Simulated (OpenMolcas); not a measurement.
**Mn2+: effect of the active space**

```yaml
Program: OpenMolcas
Method: MS-CASPT2 or its RAS form, IPEA 0.25 Eh, imaginary shift 0.1 Eh
Basis: ANO-RCC-VQZP
Scalar_Hamiltonian: DKH2, point nucleus
Spin-orbit_coupling: state interaction with AMFI integrals over the reference wave functions, term energies averaged over their components
```

A. 5 electrons in 5 orbitals (3d); 2S+1 = 6 even, 1 root; 2S+1 = 4 even, 24 roots; 2S+1 = 2 even, 75 roots; closed shells correlated: 3s 3p; CASPT2 step about 30 core-seconds
B. 5 electrons in 6 orbitals (3d 4s); 2S+1 = 6 even, 6 roots; 2S+1 = 4 even, 59 roots kept (CI in the orbitals of an earlier block); 2S+1 = 2 even, 101 roots kept (CI in the orbitals of an earlier block); closed shells correlated: 3s 3p; CASPT2 step of the order of 100 core-seconds
C. 11 electrons in 8 orbitals (RAS1 3p, at most 2 holes; RAS2 3d); 2S+1 = 6 even, 1 root; 2S+1 = 4 even, 24 roots; 2S+1 = 2 even, 58 roots; closed shells correlated: 3s; CASPT2 step of the order of 100 core-seconds
D. 5 electrons in 10 orbitals (3d 4d); 2S+1 = 6 even, 1 root; 2S+1 = 4 even, 24 roots; 2S+1 = 2 even, 58 roots; closed shells correlated: 3s 3p; CASPT2 step about 30 core-minutes

Energies in cm-1 above 3d5 6S 5/2, the measured ground level; measured values from Corliss and Sugar, J. Phys. Chem. Ref. Data 6, 1253 (1977).

| Level | A | B | C | D | Measured |
| --- | --- | --- | --- | --- | --- |
| 3d5 6S 5/2 | 0.0 | 0.0 | 0.0 | 0.0 | 0.0 |
| 3d5 4G 5/2 | 27270 | 26710 | 27270 | 27650 |  |
| 3d5 4G 7/2 | 27290 | 26730 | 27290 | 27680 |  |
| 3d5 4G 11/2 | 27290 | 26740 | 27290 | 27720 |  |
| 3d5 4G 9/2 | 27300 | 26740 | 27300 | 27710 |  |
| 3d5 4P 5/2 | 29980 | 29170 | 30100 | 30440 | 29168 |
| 3d5 4P 3/2 | 30020 | 29230 | 30140 | 30480 |  |
| 3d5 4P 1/2 | 30070 | 29280 | 30180 | 30510 |  |
| 3d5 4D 7/2 | 32910 | 31920 | 33190 | 33330 | 32307 |
| 3d5 4D 1/2 | 32950 | 31980 | 33220 | 33340 | 32369 |
| 3d5 4D 3/2 | 32990 | 32020 | 33260 | 33380 |  |
| 3d5 4D 5/2 | 32990 | 32030 | 33270 | 33400 | 32384 |
| 3d5 2I 11/2 | 39820 | 39350 | 39660 | 40430 | 39174 |
| 3d5 2I 13/2 | 39860 | 39400 | 39700 | 40490 | 39176 |
| 3d5 2D 5/2(1) [73 %] | 42320 | 41180 | 42570 | 42980 | 41238 |
| 3d5 2D 3/2(1) | 42660 | 41560 | 42960 | 43310 | 41570 |
| 3d5 2F 7/2(1) | 43840 | 42750 | 43900 | 44430 | 42606 |
| 3d5 2F 5/2(1) [55 %] | 44260 | 43180 | 44410 | 44850 |  |
| 3d5 4F 9/2 | 44900 | 43310 | 44880 | 45110 | 43573 |
| 3d5 4F 7/2 | 44930 | 43340 | 44900 | 45110 | 43602 |
| 3d5 4F 5/2 [64 %] | 44980 | 43480 | 44970 | 45200 | 43669 |
| 3d5 4F 3/2 | 45010 | 43460 | 44990 | 45160 | 43675 |
| 3d5 2H 9/2 | 47840 | 46690 | 47630 | 48290 | 46516 |
| 3d5 2H 11/2 | 48040 | 46960 | 47790 | 48500 | 46671 |

Deviations, from unrounded energies. A percentage is the sum of absolute deviations over the sum of measured energies, with the sign that they share, or ± where signs differ.

```
                        Against measurement  Levels     A     B     C     D
             mean absolute deviation (cm-1)      15  1000   210  1100  1500
other terms of the ground configuration (%)      15  +2.6  ±0.5  +2.7  +3.7
```

B lies closest to measurement on these levels and D furthest from it. The largest miss of B in the table is 3d5 4D 1/2, by -390 cm-1. The ranking rests on the paired levels alone, and a cruder setting can come out closer through cancelling errors.

The spin-orbit steps hold different terms of 3d5 (B lacks a 2D, a 2G, 2P; C lacks a 2D, a 2G, 2P; D lacks a 2D, a 2G, 2P), which shifts levels as well.

Among A to D the level of the table that moves most is 3d5 4F 9/2, by 1800 cm-1 (lowest in B, highest in D). Moves below CASPT2's spread within the term are not significant.

Term energies are means over components that CASPT2 splits; among the terms shown or strongly mixed into the levels shown the widest spread is 940 cm-1 (3d5 4F, A). Over all roots computed the reference weight is 0.88 to 0.94 in B; the roots of lowest weight are the least certain, and an intruder state may touch them. Blocks of more than 70 roots (2S+1 = 2 even) ran without multistate coupling (holds for A; B). Terms from blocks run as CI alone lack orbitals of their own (holds for B). Active for correlation alone: 3p; no level in the range computed is led by a configuration that opens it, so any true level of that kind is missing (holds for C). Some levels mix across a computed gap that differs much from the measured one, so their mixing is not that of the real levels (holds for D). Active for correlation alone: 4d; no level in the range computed is led by a configuration that fills it, so any true level of that kind is missing (holds for D). Measured partners are found by configuration, term and J. A level has none where our copy of the source lacks it or the pairing is in doubt (some pairs that miss far off the trend of their configuration count as doubtful), and it then counts in no deviation. Levels of configurations outside the active space are missing. Levels that lie high or do not pair safely by name in every column are left out.

A share in square brackets marks a mixed level and gives the weight of the term that names it, the lowest over the columns. A number in round brackets counts repeated terms of one configuration in the order of the reference energies.
